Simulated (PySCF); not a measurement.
**Property card for `[SiH3]n1ncc(Cl)n1`**

C₂H₄ClN₃Si.
Geometry (GFN2-xTB, Å), atoms numbered from 1 in this order:
```
atom  x, y, z in Å
Si1   -2.0670    0.0008   -0.1805
N2    -0.2987   -0.0361   -0.1390
N3     0.4092   -1.1434   -0.0072
C4     1.6680   -0.7656    0.0451
C5     1.6844    0.6401   -0.0612
Cl6    3.0195    1.6815   -0.0569
N7     0.4373    1.0614   -0.1737
H8    -2.5208    0.3241    1.1709
H9    -2.3890    1.0479   -1.1417
H10   -2.4147   -1.3525   -0.5915
H11    2.4773   -1.4556    0.1496
```

Some functional groups and rings: pyridine-type ring nitrogen, pyrrole-type ring nitrogen, C–Cl bond and Si–H bond.

From GFN2-xTB geometry:

* Rotational constants A, B, C of the GFN2-xTB geometry: 5.920, 0.965, 0.838 GHz

**CAM-B3LYP/def2-SVPD ground state and vertical TDDFT (core frozen in the response) (PySCF)**

- Dipole moment: 1.66 D
- HOMO energy: -8.96 eV
- LUMO energy: 0.39 eV
- HOMO–LUMO gap: 9.35 eV
- Lowest singlet excitation: 6.21 eV (200 nm, f = 0.015)
- Lowest triplet excitation (Tamm–Dancoff): 4.66 eV
- Static isotropic polarisability: 81.5 au
- Electronic spatial extent ⟨r²⟩ about the centre of nuclear charge: 1265 bohr²

From PBE0/pcSseg-1 ground state and GIAO shieldings, non-relativistic (PySCF):

- Lowest Hirshfeld atomic charge: -0.14 e on N7
- Highest Hirshfeld atomic charge: +0.40 e on Si1
- 13C chemical shifts (computed TMS as zero) by class: 151.7 (C5), 140.6 (C4) ppm
- 1H chemical shifts (computed TMS as zero) by class: 7.70 (H11), 5.26 (H8/H9/H10) ppm
- Isotropic shieldings of nuclei other than C and H, by class: -120 (N3), -105 (N7), 1 (N2), 391 (Si1), 802 (Cl6) ppm
- Mayer bond orders between heavy atoms: Si1–N2 0.74, N2–N3 1.20, N3–C4 1.54, C4–C5 1.22, C5–Cl6 1.04, C5–N7 1.47, N7–N2 1.19

Monoisotopic mass from the formula: 132.9863 u.

S1 lies 3.14 eV below the HOMO–LUMO gap; its leading configuration is HOMO−2→LUMO, weight 0.76. The largest Löwdin shares of the HOMO are 0.28 on Cl6, 0.20 on N2, 0.20 on C5 and 0.13 on C4. The polarisability is 12.07 Å³ as a volume (1 au = 0.148185 Å³), or 1.20 au for each of the 68 electrons. In atomic units the dipole is 0.65 e·bohr (1 au = 2.5417 D). The rotational constants make it an asymmetric top with κ = (2B − A − C)/(A − C) = -0.95, nearer the prolate limit (−1). The vertical singlet–triplet gap S1 − T1 is 1.55 eV (TDDFT singlet less Tamm–Dancoff triplet; S1: HOMO−2→LUMO, weight 0.76; T1: HOMO→LUMO, weight 0.77).

Geometry: GFN2-xTB; no solvent or vibrations. NMR classes are plain means over equivalent atoms (diastereotopic ones count apart unless rotation or inversion swaps them), as if these changed places fast; in this geometry the members of some classes differ.

For the NMR shielding job (PBE0/pcSseg-1), the run took 16 s of wall time (grids of density and orbitals included) on one thread of an Intel Xeon 6975P-C, shared host with 192 logical CPUs at a one-minute load of 57, and the process peaked at 0.71 GiB of memory.
